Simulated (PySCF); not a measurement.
SnN at ROHF-CCSD(T)

Computed with ROHF-CCSD(T); PySCF, scalar-relativistic core potentials, basis sets Sn def2-SVPD with ECP28, N def2-SVPD.

For SnN, the state is ²Π (doublet), unpaired electrons π ↑ and the bond length is 2.012 Å. The harmonic wavenumber is 632 cm⁻¹, the force constant is 2.95 mdyn/Å and the rotational constant Be is 0.3323 cm⁻¹. The anharmonicity ωexe is 4.46 cm⁻¹. The vibration–rotation constant αe is 0.00267 cm⁻¹, the well depth De to Sn + N is 2.17 eV and the dissociation energy D0 is 2.14 eV.

Correlated steps freeze 5 core orbitals. Correlated levels converge slowly with the basis: in double zeta they bind strong bonds too weakly, by up to about 1 eV, and carry superposition errors of some tenths. Spin–orbit coupling is left out, which matters for elements this heavy, above all for dissociation energies. The state was picked by a PBE0 search and need not be the measured ground state.
